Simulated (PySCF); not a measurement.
System: C₃H₆N, charge 0, multiplicity 2. It need not be the lowest isomer of its formula. SMILES: NC1[CH]C1
Coordinates optimised at B3LYP-D3(BJ)/def2-TZVP (Ansatz):
```
C
H 1 1.0919
N 1 1.4433 2 117.58
H 3 1.0130 1 110.94 2 69.54
H 3 1.0131 4 108.13 1 122.00
C 1 1.4654 2 116.54 3 148.82
H 6 1.0784 1 132.99 2 -19.30
C 6 1.4610 7 133.28 1 -91.57
H 8 1.0856 6 118.05 7 -131.93
H 8 1.0862 9 114.63 6 -149.62
```
Charge 0, spin multiplicity 2.

Dispersion corrections to the total energy (kcal/mol) from the dftd3 and dftd4 libraries through PySCF: D3(BJ) without and D4 with the three-body term, each with the damping fitted for the functional named.

```json
[
 {"functional": "TPSS", "D3(BJ)": "(withheld)", "D4": "-4.76"},
 {"functional": "B2PLYP", "D3(BJ)": "-2.84", "D4": "-2.43"},
 {"functional": "PBE0", "D3(BJ)": "-3.18", "D4": "(withheld)"},
 {"functional": "revPBE", "D3(BJ)": "-10.15", "D4": "-12.96"},
 {"functional": "BHLYP", "D3(BJ)": "-4.83", "D4": "-3.76"},
 {"functional": "B2GP-PLYP", "D3(BJ)": "-2.00", "D4": "(withheld)"},
 {"functional": "TPSSh", "D3(BJ)": "-4.25", "D4": "-4.31"}
]
```

Q: Complete the blanks.

A: 
- TPSS, D3(BJ): -4.70
- PBE0, D4: -2.89
- B2GP-PLYP, D4: -1.42
